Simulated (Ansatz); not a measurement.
CuSe2⁺, relaxed as a singlet with RKS r2SCAN-D4/def2-TZVP in Ansatz, starting from the GFN2-xTB geometry. Force threshold 0.02 eV/Å.

The restricted singlet is unstable: a solution with broken spin symmetry lies lower. At r2SCAN-D4/def2-TZVP a triplet of charge 1 lies 0.69 eV below the restricted singlet, each at its own geometry. The structure comes from a short search, and lower isomers may exist.

Start:

```xyz
3

Cu   -0.3899   -1.8017    0.6551
Se    0.5443    1.7826    0.2176
Se   -0.1543    0.0190   -0.8727
```

| step | energy (eV) | largest force component (eV/Å) | SCF passes |
| --- | --- | --- | --- |
| 1 | -175331.8912 | 0.574 | 42 |
| 2 | -175331.9478 | 0.296 | 24 |
| 3 | -175331.9561 | 0.076 | 26 |
| 4 | -175331.9563 | 0.014 | 28 |

Force components are those of the run's own axes.

End:

Cartesian coordinates in Å:
```
Cu -0.363 -1.692 0.631
Se 0.529 1.712 0.245
Se -0.166 -0.020 -0.876
```

By distances, no bond broke or formed. The bond that changes most is Cu1–Se3, from 2.39 to 2.26 Å (atoms count from 1).

No frequencies were taken in this run, so the end may be a saddle point.

It took 12 s on 4 threads of Arm Neoverse V1 on a shared host.
